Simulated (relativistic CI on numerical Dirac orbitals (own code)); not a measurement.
**Ti³⁺ in a cubic cluster: 2p photoemission with charge transfer**

Computed with a charge-transfer multiplet model of a cubic metal-ligand cluster with up to 2 ligand holes, Slater and spin-orbit integrals from Dirac-Coulomb-Breit ions, Slater integrals scaled by 0.8. The ground state mixes d1 with configurations of k ligand holes L, whose averages lie at kΔ + k(k − 1)U_dd/2; a core hole lowers each added d electron by U_cd. 300 K, Lorentzian 0.6 eV and Gaussian 0.8 eV FWHM.

Atomic integrals in eV (Slater integrals scaled, ζ unscaled), ground: F2dd 6.578, F4dd 4.090, zeta_d 0.017; with the core hole: F2dd 6.578, F4dd 4.090, zeta_d 0.032, zeta_core 3.741, F2cd 5.066, G1cd 3.785, G3cd 2.149. Where a configuration has fewer than two d electrons, the dd integrals are those of d2.

Cluster parameters (eV): Δ = 5.8, U_dd = 4.8, U_cd = 6.1, 10Dq = 1.7, 10Dq(ligand) = 0.4, final-state hopping factor = 0.8.

```tsv
Case	n_d	d1	d2L	d3L2	S
V(eg) = 2.45 eV, V(t2g) = -1.17 eV	1.41	0.63	0.33	0.04	0.50
V(eg) = 3.05 eV, V(t2g) = -1.46 eV	1.51	0.55	0.39	0.06	0.50
V(eg) = 3.35 eV, V(t2g) = -1.6 eV	1.55	0.52	0.41	0.07	0.50
```

Weights, n_d and S are thermal averages at 300 K. Binding energies count from the first peak over 30 % of the highest in each spectrum, which can be another peak from case to case. The parameters are a model scan and need not match a compound or its usual spin state. Peaks in eV (height, largest 100):
- V(eg) = 2.45 eV, V(t2g) = -1.17 eV: 0.0 (100), 3.5 (14), 6.1 (43), 14.0 (6)
- V(eg) = 3.05 eV, V(t2g) = -1.46 eV: 0.0 (100), 5.9 (38), 9.7 (13)
- V(eg) = 3.35 eV, V(t2g) = -1.6 eV: 0.0 (100), 5.8 (38), 10.5 (10)

For the case V(eg) = 3.35 eV, V(t2g) = -1.6 eV, Δ = 5.8 eV is larger than U_dd = 4.8 eV, the Mott-Hubbard side of the Zaanen-Sawatzky-Allen scheme. With the core hole the average of the configuration with one ligand hole lies at Δ − U_cd = -0.3 eV before mixing: the effective hopping of about 5.8 eV (from the holes of the mixed ground state) is comparable with this gap or larger, so the configurations mix strongly.
